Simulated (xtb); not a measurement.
BCl, charge -1, doublet, geometry from GFN2-xTB (the spin is typed, not shown lowest), atoms displaced at random by about 0.1 Å a coordinate; GFN2-xTB (xtb 6.7.1).

The xtb input:
```
$ xtb mol.xyz --gfn 2 --chrg -1 --uhf 1 --opt sloppy --json

# file mol.xyz
2

B      0.20316918    -0.01281393    -1.65720145
Cl    -0.02847108    -0.01261087     0.55591396
```

What the program printed (banner, timings and long lists left out):

```
   ID    Z sym.   atoms
    1    5 B      1
    2   17 Cl     2

           -------------------------------------------------
          |                Calculation Setup                |
           -------------------------------------------------

           -------------------------------------------------
          |                 G F N 2 - x T B                 |
           -------------------------------------------------

          ...................................................
          :                      SETUP                      :
          :.................................................:
          :  # basis functions                  14          :
          :  # atomic orbitals                  13          :
          :  # shells                            5          :
          :  # electrons                        11          :
          :  max. iterations                   250          :
          :  Hamiltonian                  GFN2-xTB          :
          :  restarted?                      false          :
          :  GBSA solvation                  false          :
          :  PC potential                    false          :
          :  electronic temp.          300.0000000     K    :
          :  accuracy                    1.0000000          :
          :  -> integral cutoff          0.2500000E+02      :
          :  -> integral neglect         0.1000000E-07      :
          :  -> SCF convergence          0.1000000E-05 Eh   :
          :  -> wf. convergence          0.1000000E-03 e    :
          :  Broyden damping             0.4000000          :
          :  net charge                         -1          :
          :  unpaired electrons                  1          :
          ...................................................

 iter      E             dE          RMSdq      gap      omega  full diag
   1     -5.7444943 -0.574449E+01  0.864E+00    0.00       0.0  T
   2     -5.7622808 -0.177865E-01  0.540E+00    0.00       1.0  T
   3     -5.7658020 -0.352120E-02  0.357E+00    0.00       1.0  T
   4     -5.7663300 -0.527961E-03  0.963E-01    0.00       1.0  T
   5     -5.7665581 -0.228163E-03  0.476E-01    0.00       1.0  T
   6     -5.7666847 -0.126571E-03  0.439E-01    0.00       1.0  T
   7     -5.7667197 -0.350339E-04  0.208E-01    0.00       1.0  T
   8     -5.7667217 -0.194573E-05  0.213E-02    0.00       3.3  T
   9     -5.7667217 -0.294529E-07  0.167E-03    0.00      42.3  T
  10     -5.7667217 -0.997344E-10  0.104E-03    0.00      68.2  T
  11     -5.7667217 -0.744107E-10  0.813E-06    0.00    8693.1  T
  12     -5.7667217  0.621725E-14  0.142E-05    0.00    4993.8  T

   *** convergence criteria satisfied after 12 iterations ***

         :::::::::::::::::::::::::::::::::::::::::::::::::::::
         ::                     SUMMARY                     ::
         :::::::::::::::::::::::::::::::::::::::::::::::::::::
         :: total energy              -5.766630495988 Eh    ::
         :: gradient norm              0.011657864834 Eh/a0 ::
         :: HOMO-LUMO gap              0.000000000002 eV    ::
         ::.................................................::
         :: SCC energy                -5.766721706351 Eh    ::
         :: -> isotropic ES            0.161374286045 Eh    ::
         :: -> anisotropic ES         -0.010776409459 Eh    ::
         :: -> anisotropic XC         -0.007461891213 Eh    ::
         :: -> dispersion             -0.000781728478 Eh    ::
         :: repulsion energy           0.000091210363 Eh    ::
         :: add. restraining           0.000000000000 Eh    ::
         :: total charge              -1.000000000000 e     ::
         :::::::::::::::::::::::::::::::::::::::::::::::::::::

      -----------------------------------------------------------
     |                   =====================                   |
     |                        A N C O P T                        |
[...]
 * total energy  :    -5.7666305 Eh     change       -0.1421085E-13 Eh
 * total energy  :    -5.7674578 Eh     change       -0.8273377E-03 Eh
 * total energy  :    -5.7679056 Eh     change       -0.4478072E-03 Eh
 * total energy  :    -5.7682418 Eh     change       -0.3361540E-03 Eh
 * total energy  :    -5.7682661 Eh     change       -0.2430250E-04 Eh
   *** GEOMETRY OPTIMIZATION CONVERGED AFTER 5 ITERATIONS ***
         :: total energy              -5.768266097473 Eh    ::
[...]
         :: gradient norm              0.000521411888 Eh/a0 ::
         :: HOMO-LUMO gap              0.000000002420 eV    ::
         ::.................................................::
         :: SCC energy                -5.768739110884 Eh    ::
         :: -> isotropic ES            0.167945925045 Eh    ::
         :: -> anisotropic ES         -0.010724887272 Eh    ::
         :: -> anisotropic XC         -0.008589940731 Eh    ::
         :: -> dispersion             -0.000757826412 Eh    ::
         :: repulsion energy           0.000473013411 Eh    ::
         :: add. restraining           0.000000000000 Eh    ::
         :: total charge              -1.000000000000 e     ::
         :::::::::::::::::::::::::::::::::::::::::::::::::::::

           -------------------------------------------------
          |                Property Printout                |
           -------------------------------------------------

    * Orbital Energies and Occupations

         #    Occupation            Energy/Eh            Energy/eV
      -------------------------------------------------------------
         1        2.0000           -0.7937512             -21.5991
         2        2.0000           -0.1919064              -5.2220
         3        2.0000           -0.1777802              -4.8376
         4        2.0000           -0.1777802              -4.8376
         5        2.0000            0.0007918               0.0215
         6        0.5000            0.0923627               2.5133 (HOMO)
         7        0.5000            0.0923627               2.5133 (LUMO)
         8                          0.2259075               6.1473
         9                          0.3192632               8.6876
        10                          0.3192632               8.6876
        11                          0.3231330               8.7929
        12                          0.3231330               8.7929
        13                          0.3704283              10.0799
      -------------------------------------------------------------
                  HL-Gap            0.0000000 Eh            0.0000 eV
             Fermi-level            0.0694700 Eh            1.8904 eV

     #   Z          covCN         q      C6AA      α(0)
     1   5 B        0.757    -0.213    81.761    19.029
     2  17 Cl       0.757    -0.787   126.527    17.206

 Mol. C6AA /au·bohr⁶  :        403.428600
 Mol. C8AA /au·bohr⁸  :      16493.735828
 Mol. α(0) /au        :         36.235381

Wiberg/Mayer (AO) data.
largest (>0.10) Wiberg bond orders for each atom

 ---------------------------------------------------------------------------
     #   Z sym  total        # sym  WBO       # sym  WBO       # sym  WBO
 ---------------------------------------------------------------------------
     1   5 B    0.407 --     2 Cl   0.407
     2  17 Cl   0.407 --     1 B    0.407
 ---------------------------------------------------------------------------

Topologies differ in total number of bonds
Writing topology from bond orders to xtbtopo.mol

molecular dipole:
                 x           y           z       tot (Debye)
 q only:       -0.050       0.024      -0.058
   full:       -0.201       0.024       1.389       3.567
molecular quadrupole (traceless):
                xx          xy          yy          xz          yz          zz
 q only:        1.205       0.002       1.248       0.383       0.002      -2.453
  q+dip:        4.595       0.007       4.778       1.598      -0.051      -9.374
   full:        4.669       0.007       4.855       1.622      -0.051      -9.525

optimized geometry written to: xtbopt.xyz

           -------------------------------------------------
          | TOTAL ENERGY               -5.768266097473 Eh   |
          | GRADIENT NORM               0.000521411888 Eh/α |
          | HOMO-LUMO GAP               0.000000002420 eV   |
           -------------------------------------------------
```
